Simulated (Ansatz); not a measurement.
Two structures of BH2ClOF2, closed shell, reached by relaxing down either side of one saddle point (PBE0-D4/def2-TZVP). Energies are electronic, without zero-point energy. Program: Ansatz 0.2.0. Basis: def2-TZVPP and def2-QZVPP. Cores are frozen in the correlated methods. Extrapolation: Hartree–Fock as exp(−7.88 √X), correlation as X^−2.97. First:

```xyz
7
angstrom
B -0.4834 0.9372 -0.6105
O 0.2171 -0.1989 -0.3888
F -0.5687 1.4760 -1.8148
F -1.0922 1.5169 0.3981
H 0.5068 -1.2048 1.2935
Cl 0.7868 -1.9636 2.2972
H 0.6336 -0.5627 -1.1748
```

Second:

```tsv
atom	x (Å)	y (Å)	z (Å)
B1	-0.6172	0.3082	0.1622
O2	1.0060	0.0192	-0.3035
F3	-1.2535	0.1435	-1.0173
F4	-0.5873	1.5477	0.6593
H5	1.3655	-0.6475	0.2985
Cl6	-0.9079	-1.0125	1.3939
H7	0.9943	-0.3585	-1.1932
```

(1) Which bonds change from the first to the second?

(2) Give the saddle point's structure and its height above each. (To be estimated.)

The T1 diagnostic stays at or below 0.012.

Results:

(1) BHOF₂ ([OH][B]([F])[F]) + HCl → BClF₂ ([F][B]([F])[Cl]) + H₂O (still joined by a long B–O bond); bonds formed: B1–Cl6, O2–H5; bonds broken: H5–Cl6; bonds weakened to dative contacts: B1–O2.

(2) By the calculation: 25.94 kcal/mol above the first and 18.63 kcal/mol above the second (CCSD(T) at an estimated basis limit (MP2 extrapolated from triple and quadruple zeta, plus CCSD(T) − MP2 in triple zeta)).
```csv
atom,x (Å),y (Å),z (Å)
B1,-0.4418,0.4693,-0.0684
O2,0.9693,0.0876,-0.3111
F3,-1.2857,0.1535,-1.0407
F4,-0.6103,1.5726,0.6295
H5,0.7447,-0.7626,0.5499
Cl6,-0.4551,-1.1951,1.4181
H7,1.0790,-0.3253,-1.1773
```

Hydrogen chloride, the by-product of chloride precursors, can attack films and sites by steps of this kind.

Labels in which every atom is bracketed show which atoms are joined, not bond orders.

For scale, one of the runs: CCSD(T)/def2-TZVPP, 194 basis functions, launched by `ansatz run in.yaml --threads 4 --pin off --events-out ev --progress --plain --max-ram 9574MiB`. Hardware: 4 CPU threads of an Intel Xeon, shared host. Wall time 69 s; peak host memory 2.4 GiB.
